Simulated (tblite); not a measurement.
C7H15BSi.
Numbering: `[CH3:1][CH2:2][SiH2:3][B:4]([CH3:5])[C@H:6]1[C@@H:7]2[CH2:8][C@H:9]12` (hydrogens: H10, H11, H12 on C1; H13, H14 on C2; H15, H16 on Si3; H17, H18, H19 on C5; H20 on C6; H21 on C7; H22, H23 on C8; H24 on C9)

Computed with GFN2-xTB (tblite), gas phase: L-BFGS steps from a force-field or distance-geometry start until the largest atomic force falls under 0.01 eV/Å.

Step 8: E = -693.3908 eV
```
atom  x, y, z in Å  |  force x, y, z in eV/Å
C1      3.2039    0.9287   -0.1932   -0.010  -0.009   0.050
C2      2.2595   -0.2069   -0.5626    0.066   0.042  -0.025
Si3     1.1333   -0.7879    0.8882    0.093   0.076  -0.103
B4     -0.6983   -1.1137    0.2940    0.034  -0.078  -0.123
C5     -1.0443   -2.6054   -0.0695   -0.189  -0.112   0.091
C6     -1.8215   -0.0333    0.2849   -0.070  -0.046   0.051
C7     -1.5209    1.3910    0.7044    0.057   0.063   0.399
C8     -2.7276    2.0163    0.0868   -0.044   0.114  -0.051
C9     -1.8150    1.1237   -0.6964   -0.077  -0.090  -0.336
H10     3.8445    1.2120   -1.0292   -0.076  -0.015  -0.021
H11     2.6251    1.7972    0.1085    0.062   0.090   0.032
H12     3.8486    0.6402    0.6334   -0.034  -0.005   0.038
H13     2.8498   -1.0466   -0.9236    0.038  -0.125   0.025
H14     1.6542    0.1096   -1.4132   -0.085   0.050   0.005
H15     1.2210    0.1805    1.9962    0.161   0.051   0.036
H16     1.7505   -2.0295    1.4033    0.095   0.068   0.074
H17    -1.7757   -2.9700    0.6508   -0.079  -0.077   0.089
H18    -0.1894   -3.2772   -0.0129   -0.057   0.003  -0.104
H19    -1.5236   -2.7410   -1.0374    0.034   0.087  -0.065
H20    -2.8265   -0.3838    0.5370   -0.011  -0.008  -0.049
H21    -0.7140    1.8089    1.2686    0.004  -0.043  -0.070
H22    -3.7222    1.6799    0.3668    0.085  -0.053  -0.034
H23    -2.6778    3.0779   -0.1269   -0.056   0.022  -0.008
H24    -1.3454    1.2491   -1.6502    0.060  -0.006   0.100
```

Step 9: E = -693.4019 eV
```
atom  x, y, z in Å  |  force x, y, z in eV/Å
C1      3.2054    0.9314   -0.1928   -0.031  -0.047   0.030
C2      2.2636   -0.2042   -0.5676   -0.025  -0.011   0.057
Si3     1.1396   -0.7830    0.8904    0.011   0.015  -0.143
B4     -0.6985   -1.1220    0.2956   -0.018   0.075  -0.068
C5     -1.0521   -2.6118   -0.0699   -0.142  -0.035   0.103
C6     -1.8258   -0.0375    0.2891   -0.063   0.012  -0.013
C7     -1.5257    1.3886    0.7079    0.092   0.060   0.321
C8     -2.7305    2.0164    0.0852    0.023   0.070  -0.032
C9     -1.8178    1.1200   -0.6965   -0.021  -0.068  -0.282
H10     3.8463    1.2149   -1.0256   -0.025   0.011  -0.079
H11     2.6279    1.8004    0.1085    0.050   0.087   0.047
H12     3.8488    0.6375    0.6324   -0.033   0.007   0.055
H13     2.8535   -1.0478   -0.9236    0.016  -0.068   0.010
H14     1.6491    0.1088   -1.4142   -0.016   0.047   0.016
H15     1.2356    0.1843    2.0004    0.137   0.042   0.003
H16     1.7590   -2.0234    1.4101    0.085   0.082   0.056
H17    -1.7835   -2.9743    0.6529   -0.046  -0.084   0.038
H18    -0.1942   -3.2784   -0.0189   -0.056  -0.056  -0.082
H19    -1.5277   -2.7398   -1.0406    0.010   0.074  -0.042
H20    -2.8394   -0.3769    0.5318    0.095  -0.047  -0.033
H21    -0.7078    1.8081    1.2592   -0.078  -0.072  -0.078
H22    -3.7239    1.6751    0.3671    0.102  -0.009  -0.054
H23    -2.6784    3.0798   -0.1275   -0.071  -0.047   0.001
H24    -1.3351    1.2538   -1.6454    0.004  -0.038   0.168
```

Step 10: E = -693.4085 eV
```
atom  x, y, z in Å  |  force x, y, z in eV/Å
C1      3.2058    0.9326   -0.1919   -0.024  -0.038   0.002
C2      2.2659   -0.2030   -0.5702   -0.063  -0.038   0.074
Si3     1.1438   -0.7797    0.8892   -0.050  -0.022  -0.104
B4     -0.6987   -1.1259    0.2944   -0.049   0.132  -0.017
C5     -1.0592   -2.6164   -0.0684   -0.069   0.030   0.071
C6     -1.8287   -0.0391    0.2912   -0.025   0.040  -0.050
C7     -1.5290    1.3872    0.7127    0.042   0.016   0.117
C8     -2.7309    2.0172    0.0836    0.060   0.010  -0.009
C9     -1.8204    1.1170   -0.6979    0.012  -0.024  -0.088
H10     3.8460    1.2163   -1.0249   -0.004   0.017  -0.081
H11     2.6307    1.8039    0.1094    0.045   0.055   0.046
H12     3.8482    0.6361    0.6331   -0.031   0.014   0.051
H13     2.8557   -1.0500   -0.9231   -0.010  -0.006   0.003
H14     1.6457    0.1094   -1.4143    0.036   0.034   0.024
H15     1.2466    0.1871    2.0026    0.114   0.019  -0.041
H16     1.7654   -2.0183    1.4150    0.071   0.094   0.038
H17    -1.7894   -2.9787    0.6556   -0.033  -0.086   0.001
H18    -0.1983   -3.2797   -0.0241   -0.073  -0.078  -0.056
H19    -1.5295   -2.7373   -1.0433   -0.015   0.062  -0.002
H20    -2.8453   -0.3742    0.5284    0.121  -0.071  -0.015
H21    -0.7047    1.8067    1.2534   -0.079  -0.067  -0.053
H22    -3.7228    1.6720    0.3662    0.088   0.015  -0.060
H23    -2.6802    3.0810   -0.1281   -0.065  -0.063  -0.001
H24    -1.3285    1.2557   -1.6407    0.003  -0.047   0.151
```

Step 11: E = -693.4136 eV
```
atom  x, y, z in Å  |  force x, y, z in eV/Å
C1      3.2058    0.9331   -0.1913   -0.008  -0.011  -0.016
C2      2.2667   -0.2028   -0.5712   -0.058  -0.033   0.054
Si3     1.1458   -0.7775    0.8866   -0.086  -0.037  -0.027
B4     -0.6999   -1.1266    0.2932   -0.052   0.109   0.021
C5     -1.0655   -2.6192   -0.0663   -0.004   0.069   0.026
C6     -1.8310   -0.0394    0.2918    0.018   0.036  -0.059
C7     -1.5318    1.3860    0.7174   -0.021  -0.028  -0.079
C8     -2.7299    2.0177    0.0823    0.062  -0.033   0.009
C9     -1.8225    1.1144   -0.6991    0.029   0.022   0.098
H10     3.8455    1.2175   -1.0256   -0.007   0.005  -0.051
H11     2.6338    1.8074    0.1110    0.041   0.014   0.035
H12     3.8471    0.6353    0.6345   -0.028   0.019   0.032
H13     2.8571   -1.0517   -0.9226   -0.033   0.039   0.000
H14     1.6439    0.1105   -1.4138    0.065   0.021   0.023
H15     1.2571    0.1895    2.0033    0.089  -0.006  -0.086
H16     1.7717   -2.0125    1.4195    0.054   0.099   0.020
H17    -1.7946   -2.9838    0.6579   -0.024  -0.078  -0.027
H18    -0.2031   -3.2821   -0.0291   -0.093  -0.069  -0.028
H19    -1.5311   -2.7342   -1.0452   -0.037   0.057   0.038
H20    -2.8475   -0.3736    0.5255    0.098  -0.087   0.003
H21    -0.7033    1.8046    1.2484   -0.039  -0.043  -0.010
H22    -3.7201    1.6699    0.3643    0.047   0.018  -0.053
H23    -2.6829    3.0809   -0.1286   -0.045  -0.041  -0.010
H24    -1.3231    1.2563   -1.6350    0.030  -0.042   0.086
```

**Question.** Estimate the geometry and energy of step 12. (The exact step hangs on the optimiser's Hessian estimate; all steps are aligned on step 11, rigid shifts and turns removed.)

**Answer.** E = -693.4179 eV, largest force 0.202 eV/Å
```
atom  x, y, z in Å  |  force x, y, z in eV/Å
C1      3.2058    0.9334   -0.1912    0.007   0.014  -0.017
C2      2.2663   -0.2030   -0.5709   -0.029  -0.004   0.023
Si3     1.1458   -0.7764    0.8843   -0.088  -0.032   0.044
B4     -0.7022   -1.1253    0.2930   -0.026   0.035   0.042
C5     -1.0711   -2.6202   -0.0640    0.032   0.074  -0.009
C6     -1.8329   -0.0391    0.2913    0.046   0.010  -0.042
C7     -1.5342    1.3846    0.7208   -0.053  -0.050  -0.185
C8     -2.7283    2.0174    0.0814    0.033  -0.046   0.018
C9     -1.8239    1.1125   -0.6993    0.040   0.051   0.191
H10     3.8452    1.2188   -1.0270   -0.022  -0.016  -0.013
H11     2.6373    1.8106    0.1129    0.034  -0.021   0.019
H12     3.8456    0.6350    0.6361   -0.022   0.020   0.008
H13     2.8577   -1.0520   -0.9223   -0.046   0.059   0.001
H14     1.6437    0.1117   -1.4130    0.069   0.014   0.012
H15     1.2683    0.1914    2.0023    0.061  -0.020  -0.116
H16     1.7783   -2.0055    1.4239    0.036   0.091   0.005
H17    -1.7995   -2.9897    0.6588   -0.015  -0.055  -0.047
H18    -0.2092   -3.2857   -0.0340   -0.100  -0.042  -0.003
H19    -1.5336   -2.7305   -1.0458   -0.054   0.061   0.065
H20    -2.8479   -0.3745    0.5230    0.054  -0.097   0.018
H21    -0.7026    1.8020    1.2435    0.011  -0.017   0.037
H22    -3.7169    1.6685    0.3617   -0.010   0.004  -0.036
H23    -2.6859    3.0796   -0.1291   -0.019  -0.001  -0.020
H24    -1.3175    1.2562   -1.6283    0.062  -0.032   0.007
```

The energy changes by -0.0043 eV. The first-order estimate −F·Δx gives -0.0059 eV and the mean of the old and new forces, exact on a quadratic surface, -0.0043 eV. The step makes an angle of 57° with the force vector and moves no atom by more than 0.011 Å.

The cost below is that of the whole relaxation. Hardware: one thread of an Arm Neoverse N1, shared host with 64 logical CPUs at a one-minute load of 62. Cost: 3.1 s wall.
